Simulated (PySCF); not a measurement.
B(F)(Me)(NHMe) (C2H7BFN), SMILES B(NC)(C)F. The structure is a stationary point at B3LYP-D3(BJ)/def2-SVP. The structure was generated by enumeration, and PubChem lists no compound with its InChIKey, so it may never have been made. Other conformers were not sampled.

Computed equilibrium geometry at B3LYP-D3(BJ)/def2-SVP (PySCF confirms it by a frequency run) as bond lengths and angles, and its point group (one conformer of several):
point group Cs.
Atoms: B1 F2 C3 H4 H5 H6 N7 C8 H9 H10 H11 H12. Bonded distances (Å): B1–F2 1.352, B1–C3 1.575, B1–N7 1.402, C3–H4 1.101, C3–H5 1.104, C3–H6 1.104, N7–C8 1.450, N7–H9 1.014, C8–H10 1.105, C8–H11 1.105, C8–H12 1.098. Angles (°): F2–B1–C3 118.6, F2–B1–N7 117.7, C3–B1–N7 123.7, B1–C3–H4 113.9, B1–C3–H5 110.2, B1–C3–H6 110.2, H4–C3–H5 108.0, H4–C3–H6 108.0, H5–C3–H6 106.2, B1–N7–C8 126.8, B1–N7–H9 118.2, C8–N7–H9 115.0, N7–C8–H10 112.0, N7–C8–H11 112.0, N7–C8–H12 109.3, H10–C8–H11 107.7, H10–C8–H12 107.9, H11–C8–H12 107.9.
Charge 0, spin multiplicity 1.
